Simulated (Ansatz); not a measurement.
Mulliken charges of ClGeH$_{5}$O$_{2}$Si, SMILES `O[SiH](Cl)[O][GeH3]` from ωB97M-V/def2-TZVPP in Ansatz (PBE0-D4/def2-TZVP geometry).

| atom | x (Å) | y (Å) | z (Å) | charge (e) |
| --- | --- | --- | --- | --- |
| O1 | -0.450 | -1.152 | 1.506 | -0.367 |
| Si2 | 0.485 | -1.241 | 0.169 | 0.614 |
| Cl3 | -0.602 | -2.204 | -1.296 | -0.243 |
| O4 | 0.884 | 0.247 | -0.284 | -0.479 |
| Ge5 | -0.051 | 1.757 | -0.491 | 0.271 |
| H6 | -1.077 | -1.858 | 1.665 | 0.184 |
| H7 | 1.713 | -2.022 | 0.381 | -0.041 |
| H8 | 0.599 | 2.472 | -1.680 | 0.016 |
| H9 | 0.096 | 2.559 | 0.807 | 0.016 |
| H10 | -1.515 | 1.392 | -0.773 | 0.028 |

Q: By hand: the dipole of these point charges (1 e Å = 4.8032 D).

A: Σ q r = (-0.128, 0.415, 0.124) e Å, of length 0.452 e Å = 2.17 D.

Q: How does the dipole of the full density compare? (Best estimate.)

A: Computed: (-0.190, 0.166, 0.133) e Å, 1.37 D; the point charges give 1.58 times that, at 32° from its direction.

Point charges leave out the atoms' own dipoles, such as those of lone pairs, and Mulliken's split depends on the basis, so the two needn't agree.
